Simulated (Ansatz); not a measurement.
```yaml
crystal:
  periodic: [false, false, false]
  atoms:
    - {symbol: Ag, position_ang: [0.000236, 0.000077, -0.000005]}
    - {symbol: N, position_ang: [-0.003767, -0.014712, 2.122535]}
    - {symbol: H, position_ang: [-0.422432, 0.837629, 2.506725]}
    - {symbol: H, position_ang: [0.944924, -0.083039, 2.502926]}
    - {symbol: H, position_ang: [-0.536092, -0.806878, 2.494609]}
    - {symbol: N, position_ang: [0.003830, 0.014806, -2.122523]}
    - {symbol: H, position_ang: [-0.947310, 0.018220, -2.502878]}
    - {symbol: H, position_ang: [0.479609, -0.807246, -2.506216]}
    - {symbol: H, position_ang: [0.481001, 0.841143, -2.495185]}
basis:
  gaussian: {orbitals: def2-SVPD}
total_charge: 2
magnetization: {spin_polarized: true, initial_magnetization: 1}
hamiltonian: {xc: {name: TPSS}}
scf: {lower_state_search: light}
output: {forces: true}
```

```sh
$ ansatz run in.yaml --threads 4 --pin off --events-out ev --progress --plain --max-ram 3916MiB
```

Output, abridged:

```
Error: YAML parse error: error: line 17 column 19: hamiltonian.xc: no functional is named "TPSS"; the names, which are not case-sensitive, are SVWN5, SPW92, PBE, PBE0, PBEsol, revPBE, revPBE0, RPBE, rPW86-PBE, HSE06, wPBEh, LC-wPBE, HISS, HF, BLYP, B3LYP, B3LYP5, BHLYP, CAM-B3LYP, r2SCAN, r2SCANh, r2SCAN0, r2SCAN50, m-r2SCAN, B97, wB97, wB97X, wB97X-V, B97M-V, wB97M-V, B2PLYP, B2GP-PLYP, PBE0-DH, PBE-QIDH
  --> <input>:17:19
   |
15 | total_charge: 2
16 | magnetization: {spin_polarized: true, initial_magnetization: 1}
17 | hamiltonian: {xc: {name: TPSS}}
   |                   ^ hamiltonian.xc: no functional is named "TPSS"; the names, which are not case-sensitive, are SVWN5, SPW92, PBE, PBE0, PBEsol, revPBE, revPBE0, RPBE, rPW86-PBE, HSE06, wPBEh, LC-wPBE, HISS, HF, BLYP, B3LYP, B3LYP5, BHLYP, CAM-B3LYP, r2SCAN, r2SCANh, r2SCAN0, r2SCAN50, m-r2SCAN, B97, wB97, wB97X, wB97X-V, B97M-V, wB97M-V, B2PLYP, B2GP-PLYP, PBE0-DH, PBE-QIDH
18 | scf: {lower_state_search: light}
19 | output: {forces: true}
   |
```

(1) Something in this input is off. What?

Results:

(1) The method's name isn't one that the program takes here. The input was rejected before any iteration.
